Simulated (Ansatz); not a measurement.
`C=CBCl` + `OCC(F)(F)F` → `FC(F)(F)COBCl` + ethylene  (ligand exchange at a B–C bond)

Program: Ansatz. Geometries: PBE0-D4/def2-TZVP. ΔE: electronic, gas phase. CCSD(T)/CBS is the MP2 limit (def2-TZVPP, def2-QZVPP) plus CCSD(T) − MP2 in def2-TZVPP, frozen cores. This one scheme is used for every species. Functionals use def2-TZVPP. One conformer a species, not always the lowest.

```tsv
level	ΔE (kJ/mol)
PBE-D4	-98.5
BLYP	-104.0
r2SCAN0	-102.8
MP2/def2-TZVPP	-104.4
```

(1) What does CCSD(T)/CBS give? (Estimate.)

Largest T1 diagnostic among the species: 0.012.

Answers

(1) Computed: -104.3 kJ/mol. The listed levels differ from it by 5.8, 0.3, 1.5, -0.1 kJ/mol.

At CCSD(T), def2-SVP lies −17.1 kJ/mol from the extrapolated value and def2-TZVPP −2.0 kJ/mol. Leaving LDA and LC-ωPBE aside and taking each functional with its dispersion term where it has one, the values, not all of them listed here, spread over 13.4 kJ/mol, from CAM-B3LYP-D4 to revPBE-D4. LDA lies −6.1 kJ/mol from PBE without D4.
